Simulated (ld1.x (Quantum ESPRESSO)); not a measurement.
indium: one change to a TM potential, before and after

| Item | Value |
| --- | --- |
| Element | indium (In) |
| Generator | ld1.x (Quantum ESPRESSO) 7.5 |
| Type | norm-conserving Troullier–Martins (Kleinman–Bylander form) |
| Functional | LDA (PZ) |
| Relativity | scalar-relativistic |
| Frozen core | [Kr] |
| Valence charge | 13 |
| Reference configuration | 4d10 5s2 5p1 |
| Partial waves | 5s (bound): rc 1.95 bohr; 5p (bound): rc 2.30 bohr; 4d (bound): rc 1.30 bohr; 4f channel at -0.1 Ry: rc 2.05 bohr |
| Local potential | all-electron potential smoothed inside 1.80 bohr (lloc = -2) |
| Core correction | none |

Change: local potential all-electron potential smoothed inside 1.42 bohr (lloc = -2).

Cutoffs: the cutoffs (Ry, on a coarse ladder) from which the occupation-weighted sum of valence levels, in a spherical-Bessel basis at the reference potential, stays within 10 and 1 mRy of its value at 400 Ry; they do not see the model core or the augmentation charge, which bear on the density cutoff. Errors are all-electron minus pseudo energies relative to the spin-unpolarised reference configuration.

Predict the effect on cutoff, ghosts and configuration errors.

The potential gets neither clearly harder nor softer (90 Ry and 140 Ry → 90 Ry and 140 Ry); a bound ghost appears in s, which as a rule spoils a file; the number of tests that count goes from 9 to 8; of the 8 tests that both files solve, the error grows in 3 and shrinks in 3 by more than 15 % and 0.3 meV (median size 2.9 → 1.0 meV); the range in which the s phases agree widens (upper end 0.9 → 4.9); the range in which the f phases agree widens (upper end 1.8 → 3.7). In the separable form a ghost depends on how the local part lies against the semilocal potential of the channel, so the choice of the local part can create or remove one.

```csv
quantity,base,changed
"cutoff, loose",90 Ry,90 Ry
"cutoff, tight",140 Ry,140 Ry
loose cutoff by channel (10 mRy a level),"s 8 Ry, p 6 Ry, d 70 Ry","s 18 Ry, p 6 Ry, d 70 Ry"
bound ghosts,none,s
"tests counted (converged, no solver errors)",9 of 9,8 of 9
"error for 4d10 5s2 5p0, meV [ΔE 5.59 eV]",-0.8,-3.6
"error for 4d10 5s1 5p0, meV [ΔE 25.26 eV]",+4.8,-14
"error for 4d10 5s0 5p0, meV [ΔE 54.00 eV]",+7.3,+7.9
"error for 4d10 5s1 5p2, meV [ΔE 5.94 eV]",+0.7,-0.2
"error for 4d10 5s1 5p1, meV [ΔE 12.29 eV]",+4.5,+1.0
"error for 4d10 5s2 5p0.5, meV [ΔE 2.05 eV]",-0.3,-0.7
"error for 4d10 5s2 5p1 (spin-polarised), meV [ΔE -0.12 eV]",+1.2,+1.0
"error for 4d10 5s1 5p0 (spin-polarised), meV [ΔE 25.03 eV]",+12,-0.8
s: phases at 2.50 bohr within 0.05 rad from the reference energy up to (Ry; the scan ends near 5),0.9,4.9
p: phases at 2.50 bohr within 0.05 rad from the reference energy up to (Ry; the scan ends near 5),1.7,0.8
d: phases at 2.50 bohr within 0.05 rad from the reference energy up to (Ry; the scan ends near 5),1.2,1.8
f: phases at 2.50 bohr within 0.05 rad from the reference energy up to (Ry; the scan ends near 5),1.8,3.7
```

Changed file: Tests not counted: 4d9 5s2 5p1 (solver errors, printed error -32.9 eV). A true bound ghost makes a file unfit for plane-wave use even where its test errors are small: the radial tests pick states by their node count and pass the ghost by. Where a test does run into it, the solver fails or the error is huge.
